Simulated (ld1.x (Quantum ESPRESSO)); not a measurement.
# Reading a pseudo-wave (Co (Z = 27))

Columns: radius, all-electron u(r) and pseudo u(r) of the 3s shell (level -102.40 eV) of cobalt in the configuration [Ne] 3s2 3p6 3d7 4s2 4p0; PBE, scalar-relativistic, TM scheme, ld1.x (Quantum ESPRESSO) 7.5.

| r (bohr) | all-electron | pseudo |
| --- | --- | --- |
| 0.047 | 0.2870 | 0.0749 |
| 0.095 | -0.2506 | 0.1530 |
| 0.142 | -0.6085 | 0.2328 |
| 0.190 | -0.6637 | 0.3194 |
| 0.237 | -0.4924 | 0.4107 |
| 0.285 | -0.1957 | 0.5116 |
| 0.332 | 0.1319 | 0.6181 |
| 0.380 | 0.4505 | 0.7334 |
| 0.427 | 0.7187 | 0.8496 |
| 0.475 | 0.9359 | 0.9660 |
| 0.522 | 1.0912 | 1.0701 |
| 0.570 | 1.1956 | 1.1580 |
| 0.617 | 1.2519 | 1.2185 |
| 0.665 | 1.2708 | 1.2495 |
| 0.712 | 1.2595 | 1.2492 |
| 0.760 | 1.2252 | 1.2218 |
| 0.807 | 1.1754 | 1.1747 |
| 0.855 | 1.1134 | 1.1133 |
| 0.902 | 1.0458 | 1.0458 |
| 0.950 | 0.9732 | 0.9732 |
| 0.997 | 0.9011 | 0.9011 |
| 1.045 | 0.8283 | 0.8283 |
| 1.092 | 0.7591 | 0.7591 |
| 1.140 | 0.6915 | 0.6915 |
| 1.187 | 0.6290 | 0.6290 |
| 1.235 | 0.5692 | 0.5692 |

Q: How many radial nodes do the two functions have?

A: The all-electron 3s function has n − l − 1 = 2; the pseudo-wave has 0, since the states of the same l below it are removed with the core.

Q: At about which radius was the pseudo-wave matched?

A: 0.90 bohr, where the columns begin to agree (steps of 0.05 bohr).

Q: Is the pseudo-wave norm-conserving?

A: Yes: the TM scheme keeps the norm inside the radius equal to the all-electron one, which fixes the energy derivative of the logarithmic derivative at the level.
